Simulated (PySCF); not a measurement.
H₉N₃Si₃, charge +1, doublet, geometry from GFN2-xTB (a state made from the parent by changing its charge; the spin is typed, not shown lowest), with bond 11-3 at 1.6 times its length; PBE/3-21G (PySCF).

Here is a job for PySCF.
```python
from pyscf import gto, scf, dft

mol = gto.Mole()
mol.atom = '''
    Si    1.713852   -0.427557   -0.492838
    N     0.475350   -1.548254   -0.017183
    Si   -1.175647   -1.325423    0.473383
    N    -1.513695    0.377624    0.435281
    Si   -0.538205    1.752980    0.019455
    N     1.038346    1.170630   -0.418097
    H     2.062800   -0.705453   -1.887423
    H     2.796093   -0.506702    0.490192
    H     0.771271   -2.512096   -0.027880
    H    -2.033168   -1.978210   -0.517770
    H    -1.374412   -2.051882    2.691721
    H    -2.456024    0.612708    0.706258
    H    -0.396279    2.584287    1.216386
    H    -1.129572    2.385537   -1.161229
    H     1.684753    1.899389   -0.678378
'''
mol.basis = '3-21g'
mol.charge = 1
mol.spin = 1
mol.verbose = 4
mol.build()

mf = dft.UKS(mol)
mf.xc = 'pbe'
mf.kernel()
mf.analyze()
```

It wrote (shortened):

```
PySCF version 2.14.0

[INPUT] verbose = 4
[INPUT] num. atoms = 15
[INPUT] num. electrons = 71
[INPUT] charge = 1
[INPUT] spin (= nelec alpha-beta = 2S) = 1
[INPUT] symmetry False subgroup None
[INPUT] Mole.unit = angstrom
[INPUT] Symbol           X                Y                Z      unit          X                Y                Z       unit  Magmom
[...]
nuclear repulsion = 467.170497869657
number of shells = 54
number of NR pGTOs = 153
number of NR cGTOs = 84
basis = 3-21g
ecp = {}

******** <class 'pyscf.dft.uks.UKS'> ********
method = UKS
initial guess = minao
damping factor = 0
level_shift factor = 0
DIIS = <class 'pyscf.scf.diis.CDIIS'>
diis_start_cycle = 1
diis_space = 8
diis_damp = 0
SCF conv_tol = 1e-09
SCF conv_tol_grad = None
SCF max_cycles = 50
direct_scf = True
direct_scf_tol = 1e-13
number electrons alpha = 36  beta = 35
XC library pyscf.dft.libxc version 7.1.2
    S. Lehtola, C. Steigemann, M. J. T. Oliveira, and M. A. L. Marques,  SoftwareX 7, 1–5 (2018)
XC functionals = pbe
    J. P. Perdew, K. Burke, and M. Ernzerhof,  Phys. Rev. Lett. 77, 3865 (1996)
    J. P. Perdew, K. Burke, and M. Ernzerhof,  Phys. Rev. Lett. 78, 1396 (1997)
    J. P. Perdew, K. Burke, and M. Ernzerhof,  Phys. Rev. Lett. 77, 3865 (1996)
    J. P. Perdew, K. Burke, and M. Ernzerhof,  Phys. Rev. Lett. 78, 1396 (1997)
radial grids:
    Treutler-Ahlrichs [JCP 102, 346 (1995); DOI:10.1063/1.469408] (M4) radial grids

becke partition: Becke, JCP 88, 2547 (1988); DOI:10.1063/1.454033
pruning grids: <function nwchem_prune>
grids dens level: 3
symmetrized grids: False
atomic radii adjust function: <function treutler_atomic_radii_adjust>
small_rho_cutoff = 0
Set gradient conv threshold to 3.16228e-05
tot grids = 187520
init E= -1031.84704830264

cycle= 1 E= -1031.52284732604  delta_E= 0.324  |g|= 0.564  |ddm|= 2.57
cycle= 2 E= -1029.57164723268  delta_E= 1.95  |g|= 1.53  |ddm|= 2.44
cycle= 3 E= -1031.59648624188  delta_E= -2.02  |g|= 0.437  |ddm|= 2.32
cycle= 4 E= -1031.68971928683  delta_E= -0.0932  |g|= 0.112  |ddm|= 0.432

cycle= 5 E= -1031.56497688283  delta_E= 0.125  |g|= 0.354  |ddm|= 1.12
cycle= 6 E= -1031.70453460192  delta_E= -0.14  |g|= 0.0766  |ddm|= 0.993
cycle= 7 E= -1031.61692303063  delta_E= 0.0876  |g|= 0.301  |ddm|= 0.844
cycle= 8 E= -1031.66341106809  delta_E= -0.0465  |g|= 0.215  |ddm|= 0.28
cycle= 9 E= -1031.66060339997  delta_E= 0.00281  |g|= 0.223  |ddm|= 0.0198
cycle= 10 E= -1031.70781313739  delta_E= -0.0472  |g|= 0.01  |ddm|= 0.583
[...]
converged SCF energy = -1031.70799232848  <S^2> = 0.78142021  2S+1 = 2.0311772
Total Energy =                       -1031.707992328477303
[...]
spin_pop of  6 H 1s        0.05524
spin_pop of  6 H 2s        0.00022
spin_pop of  7 H 1s        0.04956
spin_pop of  7 H 2s        0.00023
spin_pop of  8 H 1s       -0.00283
spin_pop of  8 H 2s       -0.00004
spin_pop of  9 H 1s        0.04179
spin_pop of  9 H 2s        0.00010
spin_pop of  10 H 1s        0.51260
spin_pop of  10 H 2s        0.00166
spin_pop of  11 H 1s       -0.00283
spin_pop of  11 H 2s       -0.00004
spin_pop of  12 H 1s        0.04956
spin_pop of  12 H 2s        0.00023
spin_pop of  13 H 1s        0.05524
spin_pop of  13 H 2s        0.00022
spin_pop of  14 H 1s       -0.00318
spin_pop of  14 H 2s       -0.00005
 ** Mulliken Spin Density (per atom)  **
spin density of  0 Si =     -0.02270
spin density of  1 N =      0.13477
spin density of  2 Si =     -0.13128
spin density of  3 N =      0.13477
spin density of  4 Si =     -0.02270
spin density of  5 N =      0.14946
spin density of  6 H =      0.05545
spin density of  7 H =      0.04979
spin density of  8 H =     -0.00287
spin density of  9 H =      0.04189
spin density of  10 H =      0.51426
spin density of  11 H =     -0.00287
spin density of  12 H =      0.04979
spin density of  13 H =      0.05546
spin density of  14 H =     -0.00323
 ** Mulliken pop alpha/beta on meta-lowdin orthogonal AOs **
 ** Mulliken pop       alpha | beta **
In total            36.00000 | 35.00000
 ** Mulliken atomic charges   ( Nelec_alpha | Nelec_beta ) **
charge of  0Si =      0.77572  (     6.60079      6.62349 )
charge of  1N =     -0.62318  (     3.87898      3.74420 )
charge of  2Si =      0.70596  (     6.58138      6.71266 )
charge of  3N =     -0.62317  (     3.87897      3.74420 )
charge of  4Si =      0.77572  (     6.60079      6.62349 )
charge of  5N =     -0.66159  (     3.90553      3.75607 )
charge of  6H =     -0.03828  (     0.54687      0.49141 )
charge of  7H =     -0.04366  (     0.54673      0.49693 )
charge of  8H =      0.25430  (     0.37141      0.37428 )
charge of  9H =      0.00149  (     0.52020      0.47831 )
charge of  10H =      0.05526  (     0.72950      0.21524 )
charge of  11H =      0.25431  (     0.37141      0.37428 )
charge of  12H =     -0.04366  (     0.54673      0.49693 )
charge of  13H =     -0.03828  (     0.54687      0.49141 )
charge of  14H =      0.24907  (     0.37385      0.37708 )

WARN: System has nonzero charge 1; the dipole moment is origin-dependent.
Location of origin: [0. 0. 0.]

Dipole moment(X, Y, Z, Debye): -0.97123, -1.10982,  0.45492
```
